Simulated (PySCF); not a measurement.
Dipole response of F²⁺ (fluorine, charge +2)

[He] 2s1 2p3 3s1, high-spin 6S determinant (an excited configuration). Computed with PySCF 2.14 in aug-cc-pV5Z, with the non-relativistic Hamiltonian (point nucleus). Coupled (time-dependent) response in atomic units; α is the mean over directions.

```tsv
method	mean α (bohr³)	C₆ (like pair)	S(−4)
UHF	36.14	149.6	1644
PBE	30.87	117.0	1238
PBE0	32.67	127.5	1379
```

S(−4) is the Cauchy moment in α(ω) = α(0) + S(−4) ω² + …

α(iu) at UHF:

```csv
u (hartree),α(iu) (bohr³)
0,36.14
0.0500,32.46
0.100,24.93
0.200,13.17
0.300,7.604
0.500,3.496
0.750,1.894
1.00,1.259
1.50,0.7392
2.00,0.5149
3.00,0.3044
5.00,0.1452
```

A single London oscillator, α(iu) = α/(1 + u²/ω²), gives C₆ = (3/4) ω α². Matching the computed C₆ needs ω = 4 × 149.6 / (3 × 36.14²) = 0.153 hartree.

For an ion, C₆ is the dispersion term alone; charge-induced terms of lower order in 1/R come first.

The outer electron is Rydberg-like, and this basis confines it to a smaller radius and binds it less than a complete one would.
